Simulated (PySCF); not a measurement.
**Distorted geometries of Pr(OH)3**

Pr(OH)3 (singlet in the valence; each metal's 4f electrons, 2 of them, lie in its core potential, out of spins and levels). PySCF 2.14.0, RKS TPSS, Pr lcecp-1-SVP with ECP48, O def2-SVP, H def2-SVP; non-relativistic Hamiltonian with scalar-relativistic core potentials where named; density fitting; no spin-orbit coupling. Relaxed geometry:

```xyz
7

Pr    0.0000    0.0000   -0.3376
O     2.1056    0.0000    0.0655
H     3.0185    0.0000    0.3842
O    -1.0528    1.8235    0.0655
H    -1.5092    2.6141    0.3842
O    -1.0528   -1.8235    0.0655
H    -1.5092   -2.6141    0.3842
```

Task: Order these distorted geometries by energy above the relaxed one, lowest first.
A.
```xyz
7

Pr    0.1317    0.0444   -0.3703
O     2.0882    0.0768    0.0476
H     2.9092    0.0118    0.5571
O    -1.0436    1.8621    0.1606
H    -1.3576    2.4948    0.3691
O    -1.1913   -1.7264   -0.1036
H    -1.5365   -2.7637    0.3509
```
B.
```xyz
7

Pr   -0.1668    0.0924   -0.5086
O     2.0152    0.0568    0.1793
H     3.2874    0.0417    0.3256
O    -1.0753    1.7298   -0.0115
H    -1.6039    2.6451    0.2109
O    -0.9737   -1.8403    0.0390
H    -1.4828   -2.7256    0.7767
```
C.
```xyz
7

Pr   -0.0644    0.0309   -0.5040
O     2.1640    0.0328    0.2904
H     3.0930    0.1542    0.3532
O    -1.1681    1.7713    0.1230
H    -1.5140    2.5541    0.3744
O    -0.9583   -1.9575    0.0611
H    -1.5523   -2.5858    0.3132
```

Result: C (0.93 eV), B (3.50 eV), A (3.61 eV).

Task: Which forces (eV/Å) act in the one that lies 0.93 eV up?

Result: 
```
Pr   1.63 -1.21  2.11
O   -3.99 -0.16 -1.32
H    1.53  0.23  0.22
O    2.24 -4.83 -1.93
H   -1.98  4.36  1.56
O    3.39  4.61 -1.96
H   -2.82 -3.00  1.32
```
Forces carry noise of the integration grid, about 0.01 to 0.03 eV/Å.

No frequency check is given that shows the relaxed geometry to be a minimum. An lcecp potential fixes the number of 4f electrons, so in runs with it no electron can move into or out of that shell.
